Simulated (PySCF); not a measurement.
Working out the ionisation energy of Ti

Ti [Ar] 3d2 4s2 (3F) → Ti+ [Ar] 3d2 4s1 (4F). Computed with PySCF 2.14 in x2c-SVPall (5s3p3d1f, 36 functions), with the spin-free X2C one-electron Hamiltonian (Gaussian nucleus). Frozen: [Ar]. Energies in hartree (1 hartree = 27.21139 eV):

```tsv
part	Ti (lower)	Ti+ (upper)
UHF	-852.608075	-852.403363
MP2 opposite-spin	-0.023764	0.000000
MP2 same-spin	-0.006017	-0.005801
```

**Question.** What does Hartree-Fock give?

**Answer.** (-852.403363) − (-852.608075) = 0.204712 hartree = 5.570 eV.

**Question.** What do MP2 and SCS-MP2 (6/5 opposite-spin, 1/3 same-spin) give?

**Answer.** The opposite-spin parts differ by 0.647 eV and the same-spin parts by 0.006 eV. MP2: 5.570 + (0.647) + (0.006) = 6.223 eV. SCS-MP2: 5.570 + 1.2 × (0.647) + (0.006)/3 = 6.348 eV.

Measured between the centres of the two terms (NIST): 6.828 eV, so MP2 (valence) is off by -0.605 eV.

A double-zeta basis recovers only part of the correlation energy.

What remains against the reference includes basis incompleteness, the frozen core and correlation beyond second order.
